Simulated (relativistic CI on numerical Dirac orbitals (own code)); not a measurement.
**Cl II: from the plainest model towards the measured levels**

Calculated with a relativistic CI code on KLI orbitals (one set per configuration, finite nucleus), adding one ingredient at a time: step 1, Dirac-Coulomb, each configuration alone; step 2, with Breit and QED terms; step 3, with configuration mixing; step 4, with scaled Slater integrals (0.85); step 5, with a P86 correlation estimate; step 6, tied to the ionisation limit. P86 is a density functional for the correlation energy, evaluated here for each configuration and added to its levels. Step 6 is semi-empirical: configurations made of the next ion and one excited electron move by -7697 cm⁻¹, so that their limit matches the tabulated ionisation energy, and those with a non-penetrating f or g electron also take the P86 value of the least penetrating other one.

CI space (outside the closed core [Ne]): 3s²3p⁴, 3s3p⁵, 3s²3p³4s, 3s²3p³3d, 3s²3p³4p, 3s²3p³5s, 3s²3p³4d, 3p⁶, 3s3p⁴3d, 3s²3p³5p, 3s²3p³4f, 3s²3p³5d, 3s²3p³5f, 3s²3p²3d², 3s²3p3d²4s, 3s²3p3d³, 3s²3p3d²4p, 3s²3p3d²5s, 3s²3p3d²4d, 3s²3p²4s², 3s²3p3d4s², 3s²3p4s²4p, 3s²3p4s²5s, 3s²3p4s²4d, 3s²3p²3d4s, 3s²3p3d4s4p, 3s²3p3d4s5s, 3s²3p3d4s4d.

Computed minus measured energy above the ground level, in cm⁻¹, for 16 of the 69 excited levels that pair in every step (one J of a term; a digit in brackets numbers repeated terms):

```
Configuration  Term  J  Measured  Step 1  Step 2  Step 3  Step 4  Step 5  Step 6
       3s²3p⁴    3P  1       696      31       5     -18     -10     -10     -10
       3s²3p⁴    1D  2     11654    2703    2686    2267     323     324     330
       3s²3p⁴    1S  0     27878    7442    7432     856   -2228   -2201   -2198
        3s3p⁵   3P°  2     93368   23589   23513    5386    8654    9942    7384
     3s²3p³4s   5S°  2    107880   -7552   -7573    1096    1646    6477   -1149
     3s²3p³3d   5D°  4    110297   -6504   -6570    3312    4796    7621     -32
     3s²3p³4s   3S°  1    112609   -6184   -6205    2351    1988    6822    -804
     3s²3p³3d   1P°  1    115658   22638   22579    6164    6417    8541    3225
     3s²3p³3d   1S°  0    125246      15     -46   11574    9384   12198    4517
     3s²3p³4s   3D°  1    126727   -2806   -2821    5698    2779    7558     -67
     3s²3p³4p    5P  1    128623   -8677   -8706    -147     361    5798   -1819
     3s²3p³4p    1P  1    145470   -3786   -3808    4545    1806    7247    -369
     3s²3p³4p    3D  1    146332   -4148   -4183    4277    1491    6929    -688
     3s²3p³5s   5S°  2    152235  -10054  -10083   -1312    -980    5570   -2057
     3s²3p³5s   3S°  1    153635   -9482   -9512    -786   -1105    6100   -1524
     3s²3p³4d   5D°  0    154618  -10097  -10137    -970    -351    5427   -2200
```

Mean absolute errors in cm⁻¹, over all paired levels and for the configurations:

```csv
"Configuration, levels",Step 1,Step 2,Step 3,Step 4,Step 5,Step 6
"all, 69",5349,5360,4932,3309,7096,1366
"3s²3p⁴, 4",2558,2535,790,645,638,639
"3s3p⁵, 3",23630,23533,5389,8654,9943,7382
"3s²3p³4s, 9",2998,3005,4908,2183,6987,617
"3s²3p³3d, 28",3461,3472,7717,5662,8560,1009
"3s²3p³4p, 18",5222,5254,2987,986,6436,1176
"3s²3p³5s, 2",9768,9798,1049,1042,5835,1790
"3s²3p³4d, 5",10101,10143,972,358,5425,2202
```

Measured levels: NIST Handbook of Basic Atomic Spectroscopic Data (Sansonetti and Martin, J. Phys. Chem. Ref. Data 34, 1559 (2005)).

Task: What does each ingredient do to the ground and the excited configurations, and where is the model closest to experiment?

Result: Terms of the ground configuration are off by 2558 at first, 790 with mixing and 645 after scaling, which stands in for the correlation that narrows term splittings. The Breit and QED terms change the top of the ground term (measured 996) from 1051 to 1013. Mixing lowers the ground level by 12606, with 3s3p⁴3d as its largest admixture; relative to it the configurations that move most are 3s3p⁵ by -18144, 3s²3p³4d by +9171, 3s²3p³5s by +8748. Configurations whose own partners of that kind are not in the list rise by much of that lowering, so a short list can trade one imbalance for another. The P86 estimate moves 3s²3p³5s by +6878, 3s²3p³4d by +5783, 3s²3p³4p by +5450, and takes the mean absolute error of the excited configurations from 3473 to 7493; it adds to levels that were already too high. Step 6 takes that error from 7493 to 1411; the error more than halves for 3s²3p³4s, 3s²3p³3d, 3s²3p³4p, 3s²3p³5s, 3s²3p³4d. The mean absolute error is lowest at step 6 (1366 cm⁻¹), and the largest single drop is from step 5 to 6 (7096 to 1366).
